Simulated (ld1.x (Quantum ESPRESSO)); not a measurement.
## Cu PAW: all-electron and pseudo phase curves

```json
{"Element": "copper", "Generator": "ld1.x (Quantum ESPRESSO) 7.5", "Type": "PAW", "Functional": "PBEsol", "Relativity": "scalar-relativistic", "Frozen core": "[Ar]", "Valence charge": "11", "Reference configuration": "3d10 4s1 4p0", "Partial waves": "4s (bound): rcut 2.25, rcutus 2.60 bohr; 4s channel at 0.95 Ry: rcut 2.25, rcutus 2.60 bohr; 4p (bound, empty): rcut 3.60, rcutus 4.40 bohr; 4p channel at 3.35 Ry: rcut 3.60, rcutus 4.40 bohr; 3d (bound): rcut 0.85, rcutus 1.05 bohr; 3d channel at 2.55 Ry: rcut 0.85, rcutus 1.05 bohr", "Local potential": "all-electron potential smoothed inside 2.00 bohr (lloc = -1)", "Core correction": "Bessel-smoothed model core, default radius (core density twice the valence density)", "Augmentation charge": "PSQ, inside the norm-conserving radii"}
```

The phase is arctan(r·u′/u) with u = r·R(r), unwrapped; energies in Ry, scanned from -2 to 5 Ry. A pole is an energy at which the radial function vanishes at the test radius. The pseudo phase is shifted by a multiple of π to meet the all-electron one at the reference energy, and phase errors are pseudo minus all-electron; the curves can meet again beyond the range given. Levels narrower than the energy grid can be missing from the lists of poles.

Question: For each channel, where are the poles, and over which energies does the pseudopotential scatter like the atom?

Answer:

| channel | radius (bohr) | reference energy (Ry) | poles, all-electron | poles, pseudo | unbroken range about the reference energy with phases within 0.05 rad | phase error 1 Ry above the reference energy (rad) |
| --- | --- | --- | --- | --- | --- | --- |
| s | 4.78 | -0.34 | -0.23, 1.56, 4.51 | -0.23, 1.56, 4.14 | below 2.7 | -0.000 |
| p | 4.78 | -0.05 | 0.25, 2.09 | 0.25, 2.08 | below 1.0 | -0.047 |
| d | 4.78 | -0.37 | -0.37, 1.04, 3.13 | -0.37, 1.04, 3.13 | the whole range | +0.000 |

Phases in the d channel:

```
E (Ry)  all-electron   pseudo
 -2.00         1.427    1.427
 -1.76         1.419    1.419
 -1.52         1.408    1.408
 -1.28         1.395    1.395
 -1.04         1.377    1.377
 -0.80         1.354    1.354
 -0.56         1.317    1.317
 -0.32        -1.829   -1.829
 -0.08        -1.950   -1.950
  0.16        -2.196   -2.196
  0.40        -3.325   -3.325
  0.64        -4.391   -4.391
  0.88        -4.632   -4.632
  1.12        -4.744   -4.744
  1.36        -4.837   -4.837
  1.60        -4.972   -4.972
  1.84        -5.407   -5.407
  2.08        -7.150   -7.149
  2.32        -7.611   -7.611
  2.56        -7.736   -7.736
  2.80        -7.798   -7.798
  3.04        -7.840   -7.840
  3.28        -7.875   -7.875
  3.52        -7.910   -7.910
  3.76        -7.952   -7.952
  4.00        -8.017   -8.017
  4.24        -8.162   -8.160
  4.48        -8.874   -8.856
  4.72       -10.514  -10.506
  4.96       -10.788  -10.786
```
